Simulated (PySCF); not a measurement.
**Magnetisability: `COC1=C(C)[P@@H]1=O`, C₄H₇O₂P**

Geometry:
```
atom   x (Å)   y (Å)   z (Å)
  C1  -2.460  -0.563  -0.120
  O2  -1.126  -0.965  -0.373
  C3  -0.205  -0.057  -0.092
  C4   1.138   0.085  -0.031
  C5   2.386  -0.673  -0.237
  P6   0.268   1.563   0.505
  O7   0.115   2.080   1.866
  H8  -3.103  -1.304  -0.590
  H9  -2.654  -0.532   0.956
 H10  -2.656   0.426  -0.546
 H11   2.925  -0.292  -1.105
 H12   3.037  -0.571   0.631
 H13   2.157  -1.725  -0.394
 H14   0.179   2.527  -0.491
```

Theory: PySCF, GIAO PBE0/pcSseg-1 magnetisability, rotational g tensor and spin-rotation constants, non-relativistic, gas phase. Geometry: GFN2-xTB.

(1) How diamagnetic is it, and how anisotropic?

(2) Split it along the inertial axes a, b, c into diamagnetic and paramagnetic parts about the centre of mass, with the quadrupole moment.

(3) And the rotational g tensor?

Results:

(1) Isotropic -1039 × 10⁻³⁰ J/T², or -62.5 × 10⁻⁶ cm³/mol; principal values -1168, -1059, -889 × 10⁻³⁰ J/T², anisotropy 244 × 10⁻³⁰ J/T² (root of half the summed squared differences of the principal values). The susceptibility is in cgs units.

(2) 
```csv
axis,χ (10⁻⁶ cm³/mol),diamagnetic (10⁻⁶ cm³/mol),paramagnetic (10⁻⁶ cm³/mol),summed x² of all electrons (Å²),quadrupole Θ (D Å)
a,-57.3,-577.8,520.5,149.6,+5.73
b,-65.0,-724.3,659.3,115.1,-5.30
c,-65.4,-1123.2,1057.8,21.1,-0.43
```
Anisotropies 2χaa − χbb − χcc = +15.8 and 2χbb − χaa − χcc = -7.3 × 10⁻⁶ cm³/mol. Θ is traceless in Buckingham's convention.

(3) 
| axis | rotational constant (GHz) | g | nuclear part | electronic part |
| --- | --- | --- | --- | --- |
| a | 2.5364 | -0.0375 | 0.5827 | -0.6202 |
| b | 1.9132 | -0.0155 | 0.5770 | -0.5926 |
| c | 1.1710 | -0.0109 | 0.5710 | -0.5819 |

Asymmetric top; isotopes 12C, 1H, 16O, 31P; no vibrational averaging.
